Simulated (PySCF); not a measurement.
```xyz
4
charge 0 multiplicity 1, angstrom
Y     0.0000    0.0000    0.0000
Cl    2.4507   -0.0011    0.0000
Cl   -1.2243    2.1229    0.0000
Cl   -1.2263   -2.1218    0.0000
```

Method: PySCF, B3LYP, basis Y def2-SVP with ECP28, Cl def2-SVP (scalar-relativistic core potentials, no spin–orbit coupling, density fitting).

This geometry of YCl₃ is a stationary point at this level.

(1) What is the point group?

(2) Is it a minimum?

(3) List the harmonic modes with their infrared intensities.

(4) Give the atomic charges and bond orders.

Answers

(1) D3h.

(2) Yes: all harmonic wavenumbers are real, though the softest, 41 cm⁻¹, leaves little margin.

(3) 
| symmetry | ω (cm⁻¹) | IR (km/mol, summed over degenerate members) |
| --- | --- | --- |
| a2'' | 41 | 41.6 |
| e' | 84 | 9.7 |
| a1' | 333 | 0.0 |
| e' | 392 | 229 |

(4) 
```csv
atom,Mulliken,Löwdin,polar tensor,Mayer order to Y1
Y1,0.80,-0.19,2.00,–
"Cl2,3,4",-0.27,0.06,-0.67,1.25
```

Stability towards spin polarisation was not tested. This need not be the most stable arrangement of these atoms.
